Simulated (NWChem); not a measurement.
# CdH2; SMILES [CdH2]

```xyz
3

Cd     0.0000     0.0000     0.0000
H      0.0000     0.0000    -1.6798
H      0.0000     0.0000     1.6798
```
Atoms are numbered in this order, from 1.

All runs: NWChem. Geometry: optimised at PBE0/def2-SVP. Not confirmed as a minimum by frequencies. def2 effective core potentials on Cd; no spin-orbit coupling. Ions are spin-unrestricted doublets at the neutral geometry; other ion states weren't tried.

Q: Estimate the computed values for B3LYP/def2-SVP. Quantities: vertical ionisation energy, ΔSCF (eV); −ε(HOMO) (eV).

A: 
```yaml
vertical ionisation energy, ΔSCF (eV): 10.29
"−ε(HOMO) (eV)": 7.61
```
